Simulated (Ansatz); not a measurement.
The cluster Cd3⁻. Total charge -1; doublet. Geometry r2SCAN/def2-TZVPD; atoms count from 1.

```xyz
3

Cd   -1.202   -1.044    0.613
Cd    0.219    0.153   -1.685
Cd    0.983    0.891    1.072
```

In the def2 sets Cd takes a core potential; there is no spin–orbit coupling. The highest occupied level of the charge -1 doublet lies above zero (up to 0.82 eV). By energy differences its removal costs 0.51 eV (vertical, to the charge 0 singlet, at PBE0/def2-TZVPD); a positive level beside a positive removal energy at the same level points to self-interaction error. The structure comes from a short search, and lower isomers may exist.

Estimate the Mulliken populations from the PBE0/def2-TZVPD orbitals of Ansatz.


| atom | charge (e) | spin (α − β) | d electrons |
| --- | --- | --- | --- |
| Cd1 | -0.33 | 0.33 | 9.99 |
| Cd2 | -0.33 | 0.33 | 9.99 |
| Cd3 | -0.33 | 0.33 | 9.99 |
Mulliken values and Mayer orders depend strongly on the basis. With diffuse functions, as here, like atoms can get unlike values, and bond orders can come out too low or too high.

Where does the spin sit?

Summed by element: Cd 1.00, of 1 unpaired in all. Largest on single atoms: Cd1 0.33, Cd2 0.33, Cd3 0.33.

And the Mayer bond orders between bonded heavy atoms (over 0.3)?

Cd1–Cd2 0.69 (2.95 Å); Cd1–Cd3 0.69 (2.95 Å); Cd2–Cd3 0.69 (2.96 Å).
